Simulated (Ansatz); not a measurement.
`CC(C)CB(Cl)Cl` + HI → `ClB(Cl)I` + `CC(C)C`  (ligand exchange at a B–C bond)

Calculated with Ansatz (gas phase, PBE0-D4/def2-TZVP geometries, no zero-point term in ΔE). CCSD(T)/CBS adds triple-zeta CCSD(T) − MP2 to the extrapolated MP2 energy (def2 sets, frozen cores). Functionals use def2-TZVPP. def2 core potentials past Kr. For I outer-core shells are correlated without core-valence functions, which leaves a few kJ/mol of doubt a bond. One conformer a species, not always the lowest.

(1) Is it downhill or uphill in electronic energy at CCSD(T)/CBS, and by how much? (Best estimate.)

(2) What do these levels give: B97M-V, BHLYP-D4, BLYP, PBE0, LC-ωPBE, CCSD(T)/def2-TZVPP? (Estimate.)

Largest T1 diagnostic among the species: 0.011.

Answers

(1) Ansatz gave: Downhill: ΔE = -43.0 kJ/mol.

(2) Ansatz gave: B97M-V -37.2, BHLYP-D4 -39.3, BLYP -50.0, PBE0 -45.7, LC-ωPBE -38.2, CCSD(T)/def2-TZVPP -38.6 kJ/mol.

The D4 term adds +4.3 kJ/mol with B3LYP and +3.4 kJ/mol with PBE0; it sums over pairs of atoms, weighted by their polarisabilities, and B3LYP, whose exchange is more repulsive, gets the larger term. At CCSD(T), def2-SVP lies +8.1 kJ/mol from the extrapolated value and def2-TZVPP +4.4 kJ/mol.

B3LYP here is the variant with VWN-RPA as its local correlation; programs differ in this.
